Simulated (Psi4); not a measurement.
Br₄Hf (SMILES [Br][Hf]([Br])([Br])[Br]), singlet, at a GFN2-xTB geometry (such geometries of metal compounds can be far from the true shape) (core potentials on Hf); PBE0/def2-SVP (Psi4 1.11).

The Psi4 input:
```
memory 2 GB

molecule mol {
0 1
  Hf   -0.000000   -0.000000    0.000000
  Br    1.956449   -0.567642   -1.435489
  Br    0.757430    0.302432    2.354862
  Br   -1.043284    2.111477   -0.814716
  Br   -1.670594   -1.846267   -0.104657
}

set basis def2-svp
set reference rks

energy('pbe0')
print_variables()
```

What the program printed (banner, timings and long lists left out):

```
   => Loading Basis Set <=

    Name: DEF2-SVP
    Role: ORBITAL
    Keyword: BASIS

    !!!  WARNING: ECP capability is in beta. Please check occupations closely.  !!!

         ---------------------------------------------------------
                                   SCF
               by Justin Turney, Rob Parrish, Andy Simmonett
                          and Daniel G. A. Smith
                              RKS Reference
         ---------------------------------------------------------

  ==> Geometry <==

    Molecular point group: c1
    Full point group: C1

    Geometry (in Angstrom), charge = 0, multiplicity = 1:

       Center              X                  Y                   Z               Mass
    ------------   -----------------  -----------------  -----------------  -----------------
         HF          -0.000000159232     0.000000000000     0.000000000000   179.946557000000
         BR           1.956448840768    -0.567642000000    -1.435489000000    78.918337600000
         BR           0.757429840768     0.302432000000     2.354862000000    78.918337600000
         BR          -1.043284159232     2.111477000000    -0.814716000000    78.918337600000
         BR          -1.670594159232    -1.846267000000    -0.104657000000    78.918337600000

  Running in c1 symmetry.

  Rotational constants: A =      0.01290  B =      0.01290  C =      0.01290 [cm^-1]
  Rotational constants: A =    386.67071  B =    386.67067  C =    386.67062 [MHz]
  Nuclear repulsion = 1312.474339197152858

  Charge       = 0
  Multiplicity = 1
  Electrons    = 152
  Nalpha       = 76
  Nbeta        = 76

  ==> Algorithm <==

  SCF Algorithm Type is DF.
  DIIS enabled.
  MOM disabled.
  Fractional occupation disabled.
  Guess Type is SAD.
  Energy threshold   = 1.00e-06
  Density threshold  = 1.00e-06
  Integral threshold = 1.00e-12

  ==> Primary Basis <==

  Basis Set: DEF2-SVP
    Blend: DEF2-SVP
    Number of shells: 60
    Number of basis functions: 160
    Number of Cartesian functions: 177
    Spherical Harmonics?: true
    Max angular momentum: 3

  Core potential: DEF2-SVP
    Number of shells: 4
    Number of ECP primitives: 10
    Number of ECP core electrons: 60
    Max angular momentum: 3

  ==> DFT Potential <==

   => LibXC <=

    Version 7.1.2
    S. Lehtola, C. Steigemann, M. J. T. Oliveira, and M. A. L. Marques,  SoftwareX 7, 1–5 (2018) (10.1016/j.softx.2017.11.002)

   => Composite Functional: PBE0 <=

    PBE0 Hyb-GGA Exchange-Correlation Functional

    C. Adamo and V. Barone,  J. Chem. Phys. 110, 6158 (1999) (10.1063/1.478522)
    M. Ernzerhof and G. E. Scuseria,  J. Chem. Phys. 110, 5029 (1999) (10.1063/1.478401)

    Deriv               =              1
    GGA                 =           TRUE
    Meta                =          FALSE

    Exchange Hybrid     =           TRUE
    MP2 Hybrid          =          FALSE

   => Exchange Functionals <=

    0.7500   Perdew, Burke & Ernzerhof

   => Exact (HF) Exchange <=

    0.2500               HF

   => Correlation Functionals <=

    1.0000   Perdew, Burke & Ernzerhof

   => LibXC Density Thresholds  <==

    XC_HYB_GGA_XC_PBEH:  1.00E-15

   => Molecular Quadrature <=

    Radial Scheme          =       TREUTLER
    Pruning Scheme         =           NONE
    Nuclear Scheme         =       TREUTLER

    Blocking Scheme        =         OCTREE
    BS radius alpha        =              1
    Pruning alpha          =              1
    Radial Points          =             75
    Spherical Points       =            302
    Total Points           =         108094
    Total Blocks           =            956
    Max Points             =            256
    Max Functions          =            117
    Weights Tolerance      =       1.00E-15

   => Loading Basis Set <=

    Name: (DEF2-SVP AUX)
    Role: JKFIT
    Keyword: DF_BASIS_SCF

  ==> Integral Setup <==

  SCF_SUBTYPE=INCORE selected. In-core MEM_DF algorithm will be used.
  Using in-core AOs.

  ==> MemDFJK: Density-Fitted J/K Matrices <==

    J tasked:                   Yes
    K tasked:                   Yes
    wK tasked:                   No
    Algorithm:                 Core
    Schwarz Cutoff:           1E-12
    Mask sparsity (%):      18.9766
    Fitting Condition:        1E-10

   => Auxiliary Basis Set <=

  Basis Set: (DEF2-SVP AUX)
    Blend: DEF2-UNIVERSAL-JKFIT
    Number of shells: 285
    Number of basis functions: 1291
    Number of Cartesian functions: 1825
    Spherical Harmonics?: true
    Max angular momentum: 6

  Minimum eigenvalue in the overlap matrix is 7.0784126315E-03.
  Reciprocal condition number of the overlap matrix is 1.7674721862E-03.
    Using symmetric orthogonalization.

  ==> Pre-Iterations <==

  SCF Guess: Superposition of Atomic Densities via on-the-fly atomic UHF (no occupation information).

   -------------------------
    Irrep   Nso     Nmo
   -------------------------
     A        160     160
   -------------------------
    Total     160     160
   -------------------------

  ==> Iterations <==

                           Total Energy        Delta E     RMS |[F,P]|

   @DF-RKS iter SAD: -10336.39050815017981   -1.03364e+04   0.00000e+00
   @DF-RKS iter   1: -10341.21699044573870   -4.82648e+00   1.70385e-02 DIIS/ADIIS
   @DF-RKS iter   2: -10339.06337492566490    2.15362e+00   2.13224e-02 DIIS/ADIIS
   @DF-RKS iter   3: -10341.97243611667909   -2.90906e+00   5.53416e-03 DIIS/ADIIS
   @DF-RKS iter   4: -10342.45933479024279   -4.86899e-01   1.68240e-03 DIIS/ADIIS
   @DF-RKS iter   5: -10342.50342365453798   -4.40889e-02   2.01825e-04 DIIS/ADIIS
   @DF-RKS iter   6: -10342.50400752630958   -5.83872e-04   5.89908e-05 DIIS
   @DF-RKS iter   7: -10342.50404591395818   -3.83876e-05   2.14825e-05 DIIS
   @DF-RKS iter   8: -10342.50405083987243   -4.92591e-06   3.80402e-06 DIIS
   @DF-RKS iter   9: -10342.50405105653590   -2.16663e-07   1.16711e-06 DIIS
   @DF-RKS iter  10: -10342.50405107860388   -2.20680e-08   1.50063e-07 DIIS
  Energy and wave function converged.

  ==> Post-Iterations <==

   Electrons on quadrature grid:
      Ntotal   =  151.9999997125 ; deviation = -2.875e-07

    Orbital Energies [Eh]
    ---------------------

    Doubly Occupied:

[...]
      76A     -0.328054

    Virtual:

[...]
    Final Occupation by Irrep:
              A
    DOCC [    76 ]
    NA   [    76 ]
    NB   [    76 ]

  @DF-RKS Final Energy: -10342.50405107860388

   => Energetics <=

    Nuclear Repulsion Energy =           1312.4743391971528581
    One-Electron Energy =              -17028.6280762842652621
    Two-Electron Energy =                5652.8790293824495166
    DFT Exchange-Correlation Energy =    -279.2293433739415036
    Empirical Dispersion Energy =           0.0000000000000000
    VV10 Nonlocal Energy =                  0.0000000000000000
    Total Energy =                     -10342.5040510786038794

Computation Completed

Properties will be evaluated at   0.000000,   0.000000,   0.000000 [a0]

Properties computed using the SCF density matrix

 Multipole Moments:

 ------------------------------------------------------------------------------------
     Multipole            Electronic (a.u.)      Nuclear  (a.u.)        Total (a.u.)
 ------------------------------------------------------------------------------------

 L = 1.  Multiply by 2.5417464519 to convert [e a0] to [Debye]
 Dipole X            :         -0.0000120            0.0000204            0.0000084
 Dipole Y            :         -0.0000356            0.0000000           -0.0000356
 Dipole Z            :         -0.0000418           -0.0000000           -0.0000418
 Magnitude           :                                                    0.0000555

 ------------------------------------------------------------------------------------

  Variable Map:
  ----------------------------------------------------------------------------
[...]
  Array Variable Map:
  ----------------------------------------------------------------------------
[...]
[...]
```
